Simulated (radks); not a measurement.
Results of a calculation; reference values are marked as such.
Coulomb parameter of the 3d shell of the vanadium ion V3+ in the model configuration [Ar] 3d1 4s1, as a second difference U = [E(n + 0.25) + E(n - 0.25) - 2 E(n)] / (0.25)^2 with all orbitals relaxed. "Bare": the charge of the atom changes with n. "Screened": the 4s shell takes up the change at fixed total charge, which measures U(3d,3d) + U(4s,4s) - 2 U(3d,4s). Code: a radial shooting solver on a logarithmic mesh with Libxc functionals. Model: scalar-relativistic Kohn-Sham, LDA (Slater exchange, Perdew-Wang correlation), spin-unpolarised, spherical densities, point nucleus.

\begin{tabular}{lrr}
case & configuration & E - E(n) (eV) \\ \hline
start & [Ar] 3d1 4s1 & 0.000 \\
bare +0.25 & [Ar] 3d1.25 4s1 & -10.420 \\
bare -0.25 & [Ar] 3d0.75 4s1 & 11.555 \\
screened +0.25 & [Ar] 3d1.25 4s0.75 & -3.173 \\
screened -0.25 & [Ar] 3d0.75 4s1.25 & 3.446 \\
\end{tabular}

U(bare) = 18.167 eV, U(screened by 4s) = 4.378 eV, against the Slater integral F0(3d,3d) = 22.524 eV with frozen orbitals.
